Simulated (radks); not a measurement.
Problem. The tellurium ion Te30+, 22 electrons, occupied as [Ar] 3d4. Calculated with a radial shooting solver on a logarithmic mesh with Libxc functionals: Dirac Kohn-Sham, PBE, spin-unpolarised, spherical densities, point nucleus; open shells are shared between the two j in proportion to 2j + 1; speed of light set to 205.554 atomic units (1.5 times the physical value, a model run). Some entries of the table are withheld. Estimate them.

orbital,occ.,eigenvalue (hartree),<r^2> (bohr^2),<r> (bohr)
1s1/2,2,-1185.935,0.001101,0.02862
2s1/2,2,-220.6338,0.01761,0.1224
2p1/2,2,(1),0.01314,0.1038
2p3/2,4,(2),0.01369,0.1062
3s1/2,2,(3),0.1090,0.3095
3p1/2,2,(4),(5),0.2970
3p3/2,4,(6),(7),0.3010
3d3/2,1.6,(8),0.08224,(9)
3d5/2,2.4,(10),0.08297,(11)
4s1/2,0,-37.84953,0.4114,0.6054
4p1/2,0,-36.16452,0.4101,0.6024
4p3/2,0,-35.84333,0.4175,0.6079

Solution. 
(1) 2p1/2 eigenvalue (hartree): -210.3165
(2) 2p3/2 eigenvalue (hartree): -206.0105
(3) 3s1/2 eigenvalue (hartree): -76.35623
(4) 3p1/2 eigenvalue (hartree): -72.30164
(5) 3p1/2 <r^2> (bohr^2): 0.1018
(6) 3p3/2 eigenvalue (hartree): -71.36001
(7) 3p3/2 <r^2> (bohr^2): 0.1045
(8) 3d3/2 eigenvalue (hartree): -64.57994
(9) 3d3/2 <r> (bohr): 0.2659
(10) 3d5/2 eigenvalue (hartree): -64.35675
(11) 3d5/2 <r> (bohr): 0.2672
